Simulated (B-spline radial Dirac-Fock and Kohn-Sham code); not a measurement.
# Width and fluorescence yield of the M1 (3s) hole, Tc to Pm

Method: independent-particle rates on relativistic LDA orbitals of the hole state (multipoles up to L = 3, Coulomb Auger matrix elements, transition energies from Dirac-Fock). Computed with an atomic code on a B-spline grid. Free neutral atoms. Recommended widths: Campbell and Papp (2001); yields: xraylib tables.

```tsv
Z	element	Γ (eV)	recommended Γ	ω	Coster-Kronig yield
43	Tc	9.13	6.70	9.36e-05	0.978
44	Ru	9.71	7.20	0.000102	0.977
45	Rh	10.4	7.60	0.000111	0.977
46	Pd	10.9	8.00	0.000120	0.976
47	Ag	11.7	8.40	0.000131	0.975
48	Cd	12.4	8.80	0.000144	0.974
49	In	12.9	9.20	0.000163	0.973
50	Sn	11.6	9.60	0.000213	0.967
51	Sb	10.6	10.0	0.000272	0.962
52	Te	11.0	10.2	0.000305	0.961
53	I	11.5	10.4	0.000342	0.960
54	Xe	?	?	?	?
55	Cs	12.2	10.8	0.000432	0.958
56	Ba	11.0	11.1	0.000546	0.950
57	La	9.16	11.4	0.000748	0.937
58	Ce	11.6	11.6	0.000652	0.949
59	Pr	12.7	11.8	0.000644	0.952
60	Nd	13.3	12.0	0.000678	0.953
61	Pm	13.9	12.2	0.000713	0.953
```

Q: What does the model give for Xe?

A: Γ = 11.9 eV, ω = 0.000385, Coster-Kronig yield 0.959; the recommended width is 10.6 eV.
